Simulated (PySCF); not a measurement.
[Pm(HCN)]3+ at several levels of theory

Computed with PySCF 2.14.0 (density fitting, no spin-orbit coupling) at the geometry relaxed with PBE0:

```xyz
4
[Pm(HCN)]3+ (singlet in the valence; each metal's 4f electrons, 4 of them, lie in its core potential, out of spins and levels)
Pm    0.0000    0.0000   -0.2965
N     0.0000    0.0000    1.9865
C     0.0000    0.0000    3.1521
H     0.0000    0.0000    4.2667
```

| level | basis | state | HOMO (eV) | gap (eV) | charge on Pm1 (e) | population of f-type functions on Pm1 (polarisation alone where 4f lies in the core) | dipole about the centre of mass (D) | largest force component (eV/Å) |
| --- | --- | --- | --- | --- | --- | --- | --- | --- |
| PBE0 | Pm lcecp-1-SVP with ECP50, N def2-SVP, C def2-SVP, H def2-SVP | singlet | -26.73 | 7.12 | 2.53 | 0.02 | 4.13 | 0.00 |
| BLYP | the same | singlet | -25.30 | 4.66 | 2.46 | 0.02 | 4.43 | 1.44 |
| TPSS | the same | singlet | -25.43 | 5.04 | 2.50 | 0.02 | 4.31 | 1.11 |

In the lcecp rows the 4f levels are missing from HOMO and gap, and the state counts the valence alone.

Charges are Mulliken's, which hang on the basis. The relaxation used the grid (50, 194), these runs (75, 302) or, all-electron (x2c bases, spin-free X2C Hamiltonian), (99, 590).

**Question.** What does PBE0 with Pm lcecp-1-TZVP with ECP50, N def2-TZVP, C def2-TZVP, H def2-TZVP give here?

**Answer.** state singlet, HOMO (eV) -26.64, gap (eV) 7.07, charge on Pm1 (e) 2.61, population of f-type functions on Pm1 (polarisation alone where 4f lies in the core) 0.03, dipole about the centre of mass (D) 4.18, largest force component (eV/Å) 0.91. Time: 31 s on 2 threads of Intel(R) Xeon(R) Processor @ 2.50GHz (Skylake/Cascade Lake), on a shared host, from free ions and atoms.

In the first row's basis the gap widens with exact exchange: 4.7 to 5.0 eV for BLYP, TPSS (none); 7.1 eV for PBE0 (a fixed share).

An lcecp potential fixes the number of 4f electrons, so in runs with it no electron can move into or out of that shell.
